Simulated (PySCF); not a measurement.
# Orbital energies and ionisation energy

Species: Ge₂H₁₁NSi₂.
Cartesian coordinates in Å at the PBE0-D3(BJ)/def2-SVP level; atoms count from 1:
```xyz
16
Ge2H11NSi2 angstrom
Si    -1.9712    0.6712    1.0937
N     -1.8114    0.2748   -0.5937
Si    -0.5186   -0.4980   -1.4760
Ge     1.1598   -1.3030    0.0095
Ge     2.2765    0.5483    1.1069
H     -3.3804    0.4347    1.5342
H     -1.0492   -0.2127    1.8657
H     -1.6301    2.0938    1.4134
H     -2.5739    0.6081   -1.1799
H      0.1625    0.4544   -2.4145
H     -1.0560   -1.6133   -2.3192
H      0.6006   -2.2887    1.0529
H      2.2008   -2.0675   -0.8347
H      2.9589    0.0976    2.4115
H      3.3457    1.1323    0.1651
H      1.2684    1.6636    1.4428
```

Level: CAM-B3LYP/def2-SVPD (PySCF). Frontier orbitals with their largest atomic shares (Löwdin; up to four atoms above 4 %):

| orbital | ε (eV) | main atoms |
| --- | --- | --- |
| HOMO−3 | -10.56 | Ge4 26 %, Ge5 18 %, H13 15 %, H12 14 % |
| HOMO−2 | -9.75 | Ge4 33 %, Ge5 15 %, Si3 13 %, H12 10 % |
| HOMO−1 | -8.96 | Ge4 26 %, Ge5 20 %, Si3 18 %, N2 10 % |
| HOMO | -8.87 | ? |
| LUMO | 0.46 | Si3 20 %, Si1 11 %, Ge4 10 %, Ge5 10 % |
| LUMO+1 | 0.77 | Ge5 22 %, Ge4 16 %, Si3 11 %, H16 7 % |
| LUMO+2 | 0.86 | Ge4 22 %, Ge5 22 %, Si3 10 %, H12 9 % |

Question: What vertical ionisation energy does ΔSCF give, and how far is −ε(HOMO) from it?

Answer: ΔSCF: 9.46 eV (913 kJ/mol; threshold wavelength 131 nm); ⟨S²⟩ of the doublet left behind is 0.760, against 0.75 for a pure doublet. −ε(HOMO) is 8.87 eV, 0.59 eV below it. For the exact functional −ε(HOMO) would equal the first vertical ionisation energy; CAM-B3LYP (range-separated hybrid) falls short of its own ΔSCF value by 6 %. Holes in the HOMO−1 and HOMO−2 were tried too where these lie within 1.2 eV of the HOMO; the lowest converged state counts.

Question: On which atoms does the HOMO lie?

Answer: N2 (nitrogen bridging silicon atoms) 44 %, Si3 (SiH2 silicon) 13 %, Si1 (SiH3 silicon) 9 %, H10 (Si–H hydrogen) 8 %. The HOMO−1 lies 0.09 eV lower.

Question: With α = 130.2 au, estimate the like-pair dispersion coefficient by London's formula C6 = (3/4)α²I.

Answer: I = 0.3476 Eh, so C6 ≈ 4420 au, a rough estimate.

Question: What total energies stand behind the ΔSCF value?

Answer: E(N) = -4793.87516 Eh and E(N − 1) = -4793.52760 Eh at the same geometry, 0.34756 Eh apart.

Isolated species at its PBE0-D3(BJ)/def2-SVP geometry (one conformer only). The calculation is non-relativistic, for germanium too.

These values come from a run that also computed excited states and ΔSCF ions. Hardware: one thread of an Intel Xeon 6975P-C, no GPU, shared host with 192 logical CPUs at a one-minute load of 100. Cost: 4.9 min wall, 1.3 GiB resident at most.
